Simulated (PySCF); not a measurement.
SbFBr₂, SMILES [Sb]([Br])([F])[Br]. Coordinates come from a PBE0-D3(BJ)/def2-SVP optimisation. The def2 effective core potentials stand for the cores of Sb; spin–orbit coupling is left out.

Computed equilibrium geometry at PBE0-D3(BJ)/def2-SVP (PySCF confirms it by a frequency run) as bond lengths and angles, and its point group:
point group Cs.
Atoms: Sb1 F2 Br3 Br4. Bonds (Å): Sb1–F2 1.930, Sb1–Br3 2.510, Sb1–Br4 2.510. Angles (°): F2–Sb1–Br3 96.8, F2–Sb1–Br4 96.8, Br3–Sb1–Br4 98.8.
Charge 0, spin multiplicity 1.
